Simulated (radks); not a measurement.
Question: These are the eigenvalues of the occupied orbitals of an atom or ion with whole-number occupations (hartree). Method: scalar-relativistic Kohn-Sham, LB94 model potential, spin-polarised, spherical densities, finite nucleus; Fermi nuclear charge, rms radius of each element as measured or else 0.836 A^(1/3) + 0.57 fm; computed with a radial shooting solver on a logarithmic mesh with Libxc functionals.

| orbital | eigenvalue |
|---|---|
| 1s | -3247.943 |
| 2s | -582.3613 |
| 2p | -500.0778 |
| 3s | -140.7361 |
| 3p | -117.1258 |
| 3d | -92.94544 |
| 4s | -32.52971 |
| 4p | -24.82382 |
| 4d | -15.86100 |
| 5s | -6.22400 |
| 4f | -5.95464 |
| 5p | -4.05439 |
| 5d | -1.66011 |
| 6s | -1.27082 |

Which element is it, and in what charge state? The configuration may be excited. Open shells, if any, are filled with parallel spins first.

Answer: Z = 82, lead, charge +2: Pb2+ in [Hg]. The list shows which subshells hold electrons but not how many an open one holds; the 1s level, -3247.9 hartree, gives Z - s = 80.6 by -(Z - s)^2/2, which with screening and relativity narrows Z to a few neighbours, and the depths of the outer levels then fix element, charge and occupations together.
